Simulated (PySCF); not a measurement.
SiFCl2, SMILES F[Si](Cl)Cl, multiplicity 2. Atoms are numbered in the order given.

```xyz
4

Si     0.4663     0.3860     0.0000
F     -0.3037     1.8072     0.0000
Cl    -0.1116    -0.6373    -1.6852
Cl    -0.1116    -0.6373     1.6852
```
Charge 0, spin multiplicity 2.

Geometry optimised at PBE0-D3(BJ)/def2-SVP.

The numbers are results of PBE/def2-TZVPD run with PySCF, not measurements.

Mulliken values depend strongly on the basis, most of all with diffuse functions as here. Atomic charges (e):

| atom | Mulliken | meta-Löwdin | Mulliken spin |
|---|---|---|---|
| Si1 | 0.52 | ? | 0.74 |
| F2 | -0.18 | ? | 0.04 |
| Cl3 | -0.17 | ? | 0.11 |
| Cl4 | -0.17 | ? | 0.11 |

Task: Some entries are withheld; supply them. (The exact figures need the calculation; the answer reports its results.)

Result: 
- Si1, meta-Löwdin: 0.91
- F2, meta-Löwdin: -0.46
- Cl3, meta-Löwdin: -0.23
- Cl4, meta-Löwdin: -0.23
